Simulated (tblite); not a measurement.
Species: C8H4ClO (doublet state).
Bonds: Cl1–C2, C2–C3 (aromatic), C3–O4 (aromatic), O4–C5 (aromatic), C5–C6 (aromatic), C6–C7 (aromatic), C7–C8 (aromatic), C8–C9 (aromatic), C9–C10 (aromatic), C2–C10 (aromatic), C5–C10 (aromatic). Hydrogens: H11 on C6; H12 on C7; H13 on C8; H14 on C9.

The geometry is computed with GFN2-xTB (gas phase). This method treats the open shell by occupation alone, without spin polarisation.

Q: What internal coordinates does the optimisation give?

A: 
| bond | length (Å) | order |
| --- | --- | --- |
| Cl1–C2 | 1.697 | single |
| C2–C3 | 1.350 | aromatic |
| C3–O4 | 1.328 | aromatic |
| O4–C5 | 1.363 | aromatic |
| C5–C6 | 1.384 | aromatic |
| C6–C7 | 1.382 | aromatic |
| C7–C8 | 1.396 | aromatic |
| C8–C9 | 1.379 | aromatic |
| C9–C10 | 1.390 | aromatic |
| C2–C10 | 1.448 | aromatic |
| C5–C10 | 1.410 | aromatic |
| C6–H11 | 1.078 | single |
| C7–H12 | 1.079 | single |
| C8–H13 | 1.080 | single |
| C9–H14 | 1.078 | single |

Orders are formal, as drawn. A selection of angles:
| angle | degrees |
| --- | --- |
| Cl1–C2–C3 | 130.2 |
| Cl1–C2–C10 | 125.5 |
| C3–C2–C10 | 104.3 |
| C2–C3–O4 | 114.5 |
| C3–O4–C5 | 106.4 |
| O4–C5–C6 | 128.4 |
| O4–C5–C10 | 109.5 |
| C6–C5–C10 | 122.1 |
| C5–C6–C7 | 116.7 |
| C6–C7–C8 | 121.7 |
| C7–C8–C9 | 121.8 |
| C8–C9–C10 | 117.4 |
| C2–C10–C9 | 134.2 |
| C2–C10–C5 | 105.4 |
| C5–C10–C9 | 120.4 |

C9 (carbon bonded to 2 C and H) is planar (angles 121.8°, 120.8° and 117.4°, sum 360.0°, 0.00 Å off the plane of its three neighbours). C5 (carbon bonded to 2 C and O) is planar (angles 128.4°, 122.1° and 109.5°, sum 360.0°, 0.00 Å off the plane of its three neighbours). The 6-membered ring C5–C6–C7–C8–C9–C10 has internal angles of 116.7° to 122.1°; it is planar, 0.00 Å rms from its mean plane, widest ring torsion 0°. The 10 heavy atoms lie in one plane (0.000 Å rms). C6 (carbon bonded to 2 C and H) is planar (angles 122.1°, 121.2° and 116.7°, sum 360.0°, 0.00 Å off the plane of its three neighbours). O4 (oxygen bonded to 2 C) is bent (angle 106.4°). C10 (carbon bonded to 3 C) is planar (angles 134.2°, 120.4° and 105.4°, sum 360.0°, 0.00 Å off the plane of its three neighbours).

Point group: Cs (tolerance 0.08 Å). Its GFN2-xTB frequencies are all real (lowest 121 cm⁻¹).
